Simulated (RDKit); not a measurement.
A run for RDKit: UFF on GeH4Se (SMILES [GeH3][SeH]), a point of a torsion scan.

```python
from rdkit import Chem
from rdkit.Chem import AllChem, rdDetermineBonds

blocks = [
'''6

Ge   -0.58080267   -0.02366213   -0.02051038
Se    1.58113724   -0.80772338   -0.28035210
H    -0.79251925    1.21093011   -0.84574635
H    -1.51860557   -1.09750826   -0.47344388
H    -0.87989960    0.30815999    1.41378108
H     2.16695403    0.50721957   -0.27196136
''',
]
mol = None
for b in blocks:
    f = Chem.MolFromXYZBlock(b)
    rdDetermineBonds.DetermineBonds(f, charge=0)
    mol = f if mol is None else Chem.CombineMols(mol, f)
Chem.SanitizeMol(mol)
print(Chem.MolToSmiles(Chem.RemoveHs(mol)))
ff = AllChem.UFFGetMoleculeForceField(mol, vdwThresh=100.0, ignoreInterfragInteractions=False)
e = ff.CalcEnergy()
print(f'UFF energy {e:.6f} kcal/mol')
```

Program output:

```
[GeH3][SeH]
UFF energy 3.655392 kcal/mol
```

The run finished.

Cost: around 0.020 core-seconds (rough).
